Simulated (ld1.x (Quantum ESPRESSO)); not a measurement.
## Configuration tests for Fe (Z = 26) (PAW)

ld1.x (Quantum ESPRESSO) 7.5 input, shortened:

```
&input
   title='Fe', zed=26., rel=2, dft='PBE', iswitch=3,
   config='[Ar] 3d6 4s2 4p0', rel_dist='average'
 /
 &inputp
   pseudotype=3, lpaw=.true., tm=.true., lloc=-2, rcloc=2.00,
   nlcc=.true.,
   which_augfun='PSQ', rmatch_augfun=1.75
 /
6
4S  1  0   2.00   0.00  1.85  2.30  0.0
4S  1  0   0.00   0.30  1.85  2.30  0.0
4P  2  1   0.00   0.00  2.35  3.10  0.0
4P  2  1   0.00   0.25  2.35  3.10  0.0
3D  3  2   6.00   0.00  1.60  1.90  0.0
3D  3  2   0.00   1.20  1.60  1.90  0.0
 &test
   configts(1)='3d6 4s2 4p0'
 /
```

Open shells are filled in proportion to 2j + 1 (rel_dist='average').

Energies are relative to the spin-unpolarised reference configuration 3d6 4s2 4p0; without spin polarisation the order of configurations can differ from experiment. Not all tests gave a result: 2 of 7 tests not solved or not reliable. Left out of the table: 3d5 4s0 4p0 (solver errors, printed error -315 eV); 3d4 4s0 4p0 (solver errors, printed error -224 eV). The frozen-core shift is the all-electron ΔE with the core orbitals held at their reference shape minus the fully relaxed ΔE.

```csv
valence configuration,charge,ΔE all-electron (eV),error AE − PS (meV),frozen-core shift (meV)
3d6 4s1 4p0,+1,8.729,-2.1,+1.5
3d5 4s2 4p1,0,8.746,-164,+175
3d6 4s0 4p1,+1,13.783,-4.6,+3.2
```

Q: What are ΔE and the potential's error for 3d6 4s0 4p0?

A: ΔE = 24.932 eV all-electron; the error (AE − PS) is -11 meV.

Q: What are ΔE and the potential's error for 3d6.5 4s1.5 4p0?

A: ΔE = -0.727 eV all-electron; the error (AE − PS) is -23 meV.

Levels in the configuration 3d6 4s0 4p0:

| level | all-electron (eV) | pseudo (eV) |
| --- | --- | --- |
| 3d j=3/2 | -25.811 | -25.789 |
| 3d j=5/2 | -25.653 | -25.632 |

The ghost test of this file was not conclusive.
